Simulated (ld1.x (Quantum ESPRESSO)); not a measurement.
Logarithmic derivatives: sulfur (S), RRKJ

```json
{"Element": "sulfur (S)", "Generator": "ld1.x (Quantum ESPRESSO) 7.5", "Type": "norm-conserving RRKJ (Kleinman–Bylander form)", "Functional": "PBE", "Relativity": "scalar-relativistic", "Frozen core": "[Ne]", "Valence charge": "6", "Reference configuration": "3s1.75 3p4.25", "Partial waves": "3p (bound): rc 1.50 bohr; 3s (bound): rc 1.25 bohr", "Local potential": "the s channel", "Core correction": "a·sin(br)/r model core, default radius (core density twice the valence density)", "rho0": "0.02"}
```

The phase is arctan(r·u′/u) with u = r·R(r), unwrapped; energies in Ry, scanned from -3 to 5 Ry. A pole is an energy at which the radial function vanishes at the test radius. The pseudo phase is shifted by a multiple of π to meet the all-electron one at the reference energy, and phase errors are pseudo minus all-electron; the curves can meet again beyond the range given. Levels narrower than the energy grid can be missing from the lists of poles.

```csv
channel,radius (bohr),reference energy (Ry),"poles, all-electron","poles, pseudo",unbroken range about the reference energy with phases within 0.05 rad,phase error 1 Ry above the reference energy (rad)
s,1.64,-1.28,2.81,2.59,the whole range,-0.003
p,1.64,-0.53,3.96,3.76,the whole range,-0.004
```

Phases in the s channel:

```tsv
E (Ry)	all-electron	pseudo
-3.00	0.856	0.851
-2.52	0.649	0.646
-2.04	0.304	0.301
-1.56	-0.202	-0.203
-1.08	-0.687	-0.687
-0.60	-1.005	-1.006
-0.12	-1.195	-1.198
0.36	-1.314	-1.319
0.84	-1.396	-1.402
1.32	-1.455	-1.462
1.80	-1.500	-1.510
2.28	-1.537	-1.548
2.76	-1.568	-1.582
3.24	-1.595	-1.612
3.72	-1.619	-1.640
4.20	-1.642	-1.668
4.68	-1.665	-1.697
```
